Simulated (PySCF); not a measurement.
ClSi, SMILES Cl[Si] (connectivity only; charge and spin as stated), charge +1, multiplicity 1. The structure is a stationary point at PBE-D3(BJ)/def2-TZVPD.

PySCF with TDA-LC-ωPBE/def2-TZVPD puts the lowest singlet excitations at 5.60, 5.60, 6.03, 6.19, 6.19, 7.78 eV and the lowest triplet (TDA) at 3.47 eV.

**Question.** What are the lowest singlet roots from PySCF with EOM-CCSD/aug-cc-pVDZ? (The exact figures need the calculation; the answer reports its results.)

**Answer.** 5.62, 5.62, 6.03, 6.03, 6.08, 7.22 eV; triplets 3.83, 3.83, 5.42 eV. S1 differs by 0.01 eV (second minus first; roots are paired by order, and the bases may differ).
